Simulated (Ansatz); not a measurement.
Start from `O=C[SiH](O)CO` and change one atom or group to get `O=C[SiH](O)CF`.

Ansatz, PBE0-D4/def2-TZVP geometries, multiplicity 1. Each molecule was computed in one conformer, which needn't be the lowest.

| property | `O=C[SiH](O)CO` |
| --- | --- |
| size of the dipole moment (B3LYP/def2-TZVPP) / D | 1.81 |
| HOMO energy (PBE0/def2-TZVPP) / eV | -7.25 |
| LUMO energy (PBE/def2-TZVPP) / eV | -2.94 |
| HOMO energy (B3LYP/def2-TZVPP) / eV | -7.05 |
| HOMO energy (ωB97M-V/def2-TZVPP) / eV | -9.56 |
| HOMO–LUMO gap (B3LYP/def2-TZVPP) / eV | 4.99 |

Q: What does the change do to each property? (An estimate is asked.)

A: Computed: 
```
                                        property  `O=C[SiH](O)CF`  shift
size of the dipole moment (B3LYP/def2-TZVPP) / D             0.61  -1.20
              HOMO energy (PBE0/def2-TZVPP) / eV            -7.37  -0.12
               LUMO energy (PBE/def2-TZVPP) / eV            -3.04  -0.10
             HOMO energy (B3LYP/def2-TZVPP) / eV            -7.18  -0.13
           HOMO energy (ωB97M-V/def2-TZVPP) / eV            -9.69  -0.13
           HOMO–LUMO gap (B3LYP/def2-TZVPP) / eV             5.01   0.02
```

Dipoles are sizes alone; their direction can turn.

B3LYP here is the variant with VWN-RPA as its local correlation; programs differ in this.
